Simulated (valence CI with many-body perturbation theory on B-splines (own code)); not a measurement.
# Ho61+: calculated level list

Computed by relativistic CI+MBPT: four valence electrons over a frozen Dirac-Fock core [He], a basis of 11 s, 11 p, 9 d, 7 f, 5 g, 2 h, 1 i functions for each j, with the one-electron correlation potential Σ1 (screened to all orders), the two-electron term Σ2, the three-electron term Σ3, Breit, model QED; selected single and double excitations, second order for the rest (own B-spline code, finite nucleus).

The last digits are not significant, and no measured levels were compared; by estimate large intervals hold to a few tenths of a per cent, small ones and those within an open d or f shell to about a per cent. Among the levels kept, up to 280 cm⁻¹ of a level comes from second order outside the variational space, and about a tenth of that is noise between levels of different J, which matters for small intervals.

Levels 91 to 112 of 112, with energies above the lowest level, (2s^2 2p1/2^2) J=0. "Leading %" is the weight of the configuration and term that name the level; weights of strongly mixed levels are sums over their largest components and can fall short. In the jj column 3d3/2^4 stands for four electrons in 3d with j = 3/2. Lifetimes count E1, E2, E3, M1 and M2 decay at the calculated energies, and are blank where another channel may lead or the interval is too uncertain; long ones can be off by a factor of two.

```csv
No.,Configuration,Term,J,E (eV),Leading %,g,Second component,Lifetime,Leading jj
91,2s.2p2.3d,3G,4,9806.8,34,1.149,26 % 2s.2p2.3d 5F,165 fs,2s 2p1/2 2p3/2 3d3/2 (94 %)
92,2s.2p2.3d,3D,3,9815.0,31,1.258,27 % 2s.2p2.3d 3F,992 as,2s 2p1/2 2p3/2 3d3/2 (96 %)
93,2s.2p2.3p,3P°,0,9816.4,80,,20 % 2s.2p2.3p 1S°,90.1 fs,2s 2p1/2 2p3/2 3p3/2 (100 %)
94,2s.2p2.3p,1D°,2,9819.4,40,1.092,23 % 2s.2p2.3p 3D°,6.18 fs,2s 2p1/2 2p3/2 3p3/2 (98 %)
95,2s.2p2.3p,3P°,1,9820.8,32,1.362,31 % 2s.2p2.3p 3S°,5.72 fs,2s 2p1/2 2p3/2 3p3/2 (97 %)
96,2s.2p2.3d,3D,2,9825.0,31,1.320,18 % 2s.2p2.3d 5P,1.00 fs,2s 2p1/2 2p3/2 3d3/2 (93 %)
97,2s.2p2.3p,3P°,1,9826.0,51,1.194,26 % 2s.2p2.3p 1P°,43.2 fs,2s 2p1/2 2p3/2 3p3/2 (99 %)
98,2s.2p2.3d,5D,4,9832.9,47,1.373,31 % 2s.2p2.3d 5F,34.9 fs,2s 2p1/2 2p3/2 3d5/2 (98 %)
99,2s.2p2.3d,5P,1,9833.8,31,1.781,29 % 2s.2p2.3d 3P,1.05 fs,2s 2p1/2 2p3/2 3d3/2 (91 %)
100,2s.2p2.3d,3F,2,9851.7,42,1.139,22 % 2s.2p2.3d 5D,1.75 fs,2s 2p1/2 2p3/2 3d5/2 (78 %)
101,2s.2p2.3d,3F,3,9861.6,44,1.277,27 % 2s.2p2.3d 5P,702 as,2s 2p1/2 2p3/2 3d5/2 (93 %)
102,2s.2p2.3d,1P,1,9863.2,23,0.909,21 % 2s.2p2.3d 5F,1.78 fs,2s 2p1/2 2p3/2 3d5/2 (52 %)
103,2s.2p2.3d,3F,2,9867.1,50,1.058,39 % 2s.2p2.3d 3P,3.20 fs,2s 2p1/2 2p3/2 3d3/2 (66 %)
104,2s.2p2.3d,3G,5,9870.4,61,1.255,39 % 2s.2p2.3d 5F,13.7 ps,2s 2p1/2 2p3/2 3d5/2 (100 %)
105,2s.2p2.3d,3G,3,9870.5,46,0.893,30 % 2s.2p2.3d 1F,24.4 fs,2s 2p1/2 2p3/2 3d3/2 (97 %)
106,2s.2p2.3d,3D,1,9883.2,69,0.786,16 % 2s.2p2.3d 3P,2.11 fs,2s 2p1/2 2p3/2 3d3/2 (70 %)
107,2s.2p2.3d,3D,1,9893.1,66,0.809,20 % 2s.2p2.3d 3P,711 as,2s 2p1/2 2p3/2 3d3/2 (61 %)
108,2s.2p2.3d,3D,3,9893.4,60,1.254,16 % 2s.2p2.3d 1F,1.01 fs,2s 2p1/2 2p3/2 3d5/2 (97 %)
109,2s.2p2.3d,3F,2,9893.7,33,1.012,20 % 2s.2p2.3d 1D,805 as,2s 2p1/2 2p3/2 3d3/2 (89 %)
110,2s.2p2.3d,3F,4,9898.2,57,1.199,24 % 2s.2p2.3d 1G,774 as,2s 2p1/2 2p3/2 3d5/2 (96 %)
111,2s.2p2.3d,3P,0,9900.4,92,,8 % 2s.2p2.3d 1S,633 as,2s 2p1/2 2p3/2 3d3/2 (89 %)
112,2s.2p2.3d,1D,2,9905.7,50,1.079,16 % 2s.2p2.3d 3D,1.05 fs,2s 2p1/2 2p3/2 3d5/2 (78 %)
```
